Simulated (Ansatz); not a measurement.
Species: H3AlS3, SMILES `[Al]([SH])([SH])[SH]` (charge 0, multiplicity 1), formula H$_{3}$AlS$_{3}$.

Problem. How many basis functions does frozen-core CCSD(T)/cc-pVTZ // PBE-D3(BJ)/def2-TZVP run with Ansatz (an electronic-structure program) use, how many core orbitals are frozen, and how many electrons are correlated?

Solution. 178 basis functions and 20 frozen orbitals, which leaves 24 correlated electrons. Core time is of the order of minutes.
